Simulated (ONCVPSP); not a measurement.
## Transferability test, ONCV potential for fluorine (F)

```
Element                 : fluorine (F)
Generator               : ONCVPSP 4.0.1
Type                    : optimised norm-conserving Vanderbilt (ONCV)
Functional              : LDA (Perdew-Wang 92)
Relativity              : scalar-relativistic
Frozen core             : [He]
Valence charge          : 7
Reference configuration : 2s2 2p5
Partial waves           : 2s: rc 0.58 bohr, ncon 3, nbas 6, qcut 11.9 1/bohr, 2 projectors, debl 1.2 Ha; 2p: rc 1.30 bohr, ncon 4, nbas 8, qcut 10.4 1/bohr, 3 projectors, debl 2.7 Ha; d scattering state at 0.11 Ha: rc 1.12 bohr, ncon 3, nbas 6, qcut 8.9 1/bohr, 2 projectors, debl 2.2 Ha
Local potential         : polynomial inside 0.54 bohr (lpopt 5, dvloc0 0 Ha)
Core correction         : none
```

Energies are relative to the spin-unpolarised reference configuration 2s2 2p5; without spin polarisation the order of configurations can differ from experiment.

```tsv
valence configuration	charge	ΔE all-electron (eV)	error AE − PS (meV)
2s2 2p4	+1	19.558	+22
2s2 2p2	+3	118.816	+697
2s1 2p5	+1	38.215	-16
```

Q: What are ΔE and the potential's error for 2s2 2p3?

A: ΔE = 58.076 eV all-electron; the error (AE − PS) is +179 meV.

Levels in the configuration 2s1 2p5:

| level | all-electron (eV) | pseudo (eV) |
| --- | --- | --- |
| 2s | -47.252 | -47.289 |
| 2p | -28.557 | -28.590 |
